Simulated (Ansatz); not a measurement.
Basis-set series for `C[NH][GeH]([F])[F]`. Charge 0, multiplicity 1. All single points use the PBE0-D4/def2-TZVP geometry. It is one conformer, not always the lowest.

```
functional       basis  functions  energy (Eh)  HOMO (eV)  LUMO (eV)
   PBE0-D4    def2-SVP        113  -2371.58781      -7.42       0.80
   PBE0-D4  def2-QZVPP        467  -2372.27709      -7.61       0.20
   ωB97M-V    def2-SVP        113  -2371.93062      -9.77       2.74
   ωB97M-V  def2-QZVPP        467  -2372.62697      -9.98       1.51
```

(1) Give the rows for def2-TZVPP. (Estimate.)

Results:

(1) The calculation gave: 
| functional | basis | functions | energy (Eh) | HOMO (eV) | LUMO (eV) |
| --- | --- | --- | --- | --- | --- |
| PBE0-D4 | def2-TZVPP | 242 | -2372.21415 | -7.56 | 0.45 |
| ωB97M-V | def2-TZVPP | 242 | -2372.56627 | -9.93 | 2.14 |

Positive LUMOs are unbound and depend on the basis. Scalar relativity is left out up to krypton.

Results of the Gaussian-basis code of Ansatz.
